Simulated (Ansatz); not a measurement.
C₁₈H₂₂, a cluster. Total charge 0; singlet. Geometry PBE-D4/def2-SVP.

```xyz
40

C     0.0740   -3.6030    0.5167
C     0.9852   -2.6298   -0.2348
C     0.5379   -1.1505   -0.1692
C     0.6118   -0.5753    1.2591
C     0.1046    0.8745    1.3942
C     0.2848    1.3932    2.8309
C    -1.3361    1.0203    0.9280
C    -2.3744    0.2729    1.5233
C    -3.7032    0.4147    1.0975
C    -4.0214    1.3077    0.0610
C    -2.9991    2.0559   -0.5424
C    -1.6705    1.9103   -0.1115
C     1.3209   -0.3016   -1.1577
C     0.6825    0.2815   -2.2702
C     1.4004    1.0582   -3.1938
C     2.7766    1.2688   -3.0181
C     3.4271    0.6940   -1.9139
C     2.7049   -0.0805   -0.9942
H     0.0599   -3.4099    1.6089
H     0.4050   -4.6518    0.3747
H    -0.9734   -3.5309    0.1544
H     1.0356   -2.9267   -1.3044
H     2.0273   -2.7130    0.1478
H    -0.5284   -1.1167   -0.4858
H     0.0319   -1.2278    1.9469
H     1.6631   -0.6195    1.6218
H     0.7273    1.5079    0.7258
H    -0.3050    0.7916    3.5542
H    -0.0485    2.4465    2.9227
H     1.3496    1.3401    3.1394
H    -2.1426   -0.4324    2.3376
H    -4.4977   -0.1777    1.5779
H    -5.0639    1.4181   -0.2756
H    -3.2366    2.7596   -1.3557
H    -0.8691    2.4918   -0.5950
H    -0.4000    0.1270   -2.4063
H     0.8794    1.5038   -4.0558
H     3.3420    1.8799   -3.7386
H     4.5073    0.8512   -1.7676
H     3.2306   -0.5226   -0.1326
```

Single mean-field runs in def2-TZVP are fitted with def2-universal-jkfit. Another isomer (singlet) lies 0.12 eV lower at PBE0-D4/def2-TZVP; other spin states weren't run for this one.

Question: Estimate the orbital energies around the gap (eV) in Ansatz with PBE-D4/def2-SVP, PBE-D4/def2-TZVP, r2SCAN-D4/def2-TZVP, PBE0-D4/def2-TZVP, ωB97X-V/def2-TZVP.

Answer: 
```tsv
orbital	PBE-D4/def2-SVP	PBE-D4/def2-TZVP	r2SCAN-D4/def2-TZVP	PBE0-D4/def2-TZVP	ωB97X-V/def2-TZVP
HOMO−9	-8.09	-8.15	-8.46	-9.60	-12.08
HOMO−8	-7.82	-7.87	-8.16	-9.28	-11.71
HOMO−7	-7.76	-7.81	-8.10	-9.21	-11.65
HOMO−6	-7.50	-7.56	-7.84	-8.91	-11.34
HOMO−5	-7.44	-7.51	-7.79	-8.87	-11.28
HOMO−4	-7.23	-7.29	-7.56	-8.64	-11.04
HOMO−3	-6.19	-6.26	-6.44	-7.24	-9.44
HOMO−2	-6.06	-6.13	-6.31	-7.10	-9.27
HOMO−1	-5.93	-6.00	-6.16	-6.96	-9.10
HOMO	-5.83	-5.89	-6.04	-6.84	-8.97
LUMO	-1.13	-1.27	-1.10	-0.38	1.66
LUMO+1	-0.98	-1.12	-0.93	-0.21	1.86
LUMO+2	-0.96	-1.09	-0.91	-0.17	1.91
LUMO+3	-0.87	-1.00	-0.81	-0.07	2.03
LUMO+4	0.80	0.30	0.93	1.09	2.91
LUMO+5	1.19	0.69	1.33	1.50	3.32
```
